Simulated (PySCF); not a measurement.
```xyz
9

S      1.1803    -0.8471     1.4706
C      0.6796    -0.0857     0.1267
S      1.5191     1.2015    -0.6758
C     -0.6159    -0.4321    -0.5528
S     -1.9789     0.5723     0.0979
H      2.5360     1.2744     0.1987
H     -0.8306    -1.4894    -0.4114
H     -0.5835    -0.2116    -1.6224
H     -1.8773     0.1151     1.3569
```

Charge 0, multiplicity 1.

Q: Give the Mulliken and meta-Löwdin atomic charges from PBE0-D3(BJ)/def2-TZVP (PySCF).

A: 
```json
[
 {"atom": "S1", "Mulliken (e)": "-0.23", "meta-Löwdin (e)": "-0.15"},
 {"atom": "C2", "Mulliken (e)": "0.04", "meta-Löwdin (e)": "-0.11"},
 {"atom": "S3", "Mulliken (e)": "-0.08", "meta-Löwdin (e)": "0.08"},
 {"atom": "C4", "Mulliken (e)": "-0.18", "meta-Löwdin (e)": "-0.28"},
 {"atom": "S5", "Mulliken (e)": "-0.20", "meta-Löwdin (e)": "-0.06"},
 {"atom": "H6", "Mulliken (e)": "0.18", "meta-Löwdin (e)": "0.12"},
 {"atom": "H7", "Mulliken (e)": "0.16", "meta-Löwdin (e)": "0.15"},
 {"atom": "H8", "Mulliken (e)": "0.14", "meta-Löwdin (e)": "0.14"},
 {"atom": "H9", "Mulliken (e)": "0.16", "meta-Löwdin (e)": "0.11"}
]
```
